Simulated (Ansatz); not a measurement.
Cartesian coordinates (Å):
```xyz
13

W      0.6325    -0.1096     0.2895
O      0.1337    -0.9568    -1.4132
H     -0.2189    -0.3115    -2.0577
O      0.7490    -1.9518     0.8091
H      0.2705    -2.6033     0.2587
O     -0.1689     1.4820    -0.4290
H     -1.0729     1.6730    -0.1054
O      1.7097     0.4957     1.7471
H      2.6660     0.6100     1.5686
O      2.3548     0.2350    -0.5901
H      2.3816    -0.0831    -1.5142
O     -0.9729     0.0153     1.4037
H     -1.0701    -0.6698     2.0937
```
Charge 0, multiplicity 1.

The numbers are results of frozen-core CCSD(T)/def2-TZVPP // BP86-D3(BJ)/def2-SVP (Ansatz, a program for electronic structure), not measurements.

```json
{
  "HF energy": "-519.42892 Ha",
  "MP2 correlation energy": "-1.99171 Ha"
}
```

Task: Estimate the CCSD correlation energy, the (T) correction, the total energy and the T1 diagnostic.

Result: 
```
Item                             Value
-----------------------  -------------
CCSD correlation energy    -1.95055 Ha
(T) correction             -0.09445 Ha
CCSD(T) total energy     -521.47392 Ha
T1 diagnostic                    0.024
```
